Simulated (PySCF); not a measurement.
Isomers of C5H6OS. Method used: TDDFT B3LYP/def2-SVPD, vertical, gas phase, core orbitals frozen in the response (PySCF 2.14.0, density-fitted response routines). Geometries: GFN2-xTB; one conformer of each isolated species. Triplets are in the Tamm–Dancoff approximation.

A. `C#C[C@@H]1CC[S@@]1=O`
B. `COc1ccsc1`
C. `O=C[C@@H]1CC=CS1`
D. `C#CC(=C)[S@@](C)=O`

Lowest singlet levels (six at most, fewer where fewer were computed) with oscillator strengths:

1. 257 nm (f 0.041); 230 nm (f 0.005); 217 nm (f 0.032); 214 nm (f 0.017); 206 nm (f 0.012); 203 nm (f 0.055); T1 4.11 eV
2. 285 nm (f 0.021); 247 nm (f 0.008); 228 nm (f 0.109); 220 nm (f 0.074); 213 nm (f 0.003); 208 nm (f 0.011); T1 3.47 eV
3. 329 nm (f 0.023); 277 nm (f 0.002); 254 nm (f 0.012); 226 nm (f 0.086); 221 nm (f 0.013); 205 nm (f 0.003); T1 3.31 eV
4. 236 nm (f 0.078); 232 nm (f 0.004); 212 nm (f 0.000); 207 nm (f 0.006); 206 nm (f 0.088); 201 nm (f 0.007); T1 3.82 eV

Problem. Which spectrum belongs to which structure?

Solution. 1 = A, 2 = D, 3 = C, 4 = B.
- A: S1 at 4.82 eV, HOMO→LUMO (93%); Löwdin shares by element: HOMO oxygen 42%, sulfur 28%, carbon 15% or more; LUMO carbon 40% or more, sulfur 36% (atoms not listed hold the other 24%); HOMO -6.61 and LUMO -0.75 eV.
- B: S1 at 5.25 eV, HOMO→LUMO (92%); Löwdin shares by element: HOMO carbon 38% or more, sulfur 21%, oxygen 20% (atoms not listed hold the other 21%); LUMO carbon 59% or more, sulfur 21% (atoms not listed hold the other 20%); HOMO -6.17 and LUMO -0.45 eV; point group Cs, 1 of its 6 listed states under f = 0.0005.
- C: S1 at 3.77 eV, HOMO→LUMO (94%); Löwdin shares by element: HOMO sulfur 43%, carbon 40% or more (atoms not listed hold the other 17%); LUMO carbon 40% or more, oxygen 29%, sulfur 14% (atoms not listed hold the other 16%); HOMO -6.11 and LUMO -1.37 eV.
- D: S1 at 4.36 eV, HOMO→LUMO (91%); Löwdin shares by element: HOMO oxygen 44%, sulfur 29%, carbon 15% or more; LUMO carbon 80% or more (atoms not listed hold the other 20%); HOMO -6.86 and LUMO -1.64 eV.
